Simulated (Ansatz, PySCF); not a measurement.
Spectroscopic constants of BO-, closed-shell singlet (lowest of 2S+1 = 1, 3, 5 at CCSD(T)/def2-TZVPP on PBE0 minima; our sources give no spin for the ground state, which may be another).

Seven points along R, fitted to fifth degree in 1/R; most abundant isotopes. Runs in def2 and cc sets follow the lowest solution found near the PBE0 minimum. The singlet is held restricted. HF and MP2 rows in def2 and cc sets belong to the determinant that coupled cluster picked by its CCSD energy.

Cores are frozen in the correlated methods. CBS: X⁻³ extrapolation of the correlation energy, Hartree–Fock from the larger set. Rows in 6-31G* carry no dispersion term and start afresh at each structure (6-31G* with six Cartesian d functions).

Run with Ansatz (Gaussian basis) for Hartree–Fock, density functionals and correlated methods; PySCF for 6-31G* rows. Values without a source in brackets are computed.

| level | r_e (Å) | ω_e (cm⁻¹) | ω_e x_e (cm⁻¹) |
|---|---|---|---|
| B97M-V/def2-TZVPP | 1.233 | 1752 | 11 |
| B3LYP/6-31G* | 1.246 | ? | 11 |
| PBE0/def2-TZVPP | 1.232 | 1759 | 11 |
| wB97M-V/def2-TZVPP | 1.233 | 1761 | 10 |
| SCS-MP2/def2-QZVPP | 1.243 | 1706 | 11 |
| SCS-MP2/aug-cc-pV5Z | 1.242 | 1704 | 11 |
| CCSD(T)/aug-cc-pVQZ | 1.241 | 1707 | 11 |
| CCSD(T)/CBS(aug-cc-pVQZ, aug-cc-pV5Z) | ? | ? | 11 |

Problem. Fill in the missing entries.

Solution. 
- CCSD(T)/CBS(aug-cc-pVQZ, aug-cc-pV5Z), r_e (Å): 1.239
- CCSD(T)/CBS(aug-cc-pVQZ, aug-cc-pV5Z), ω_e (cm⁻¹): 1713
- B3LYP/6-31G*, ω_e (cm⁻¹): 1730

Ansatz is a first-principles code.
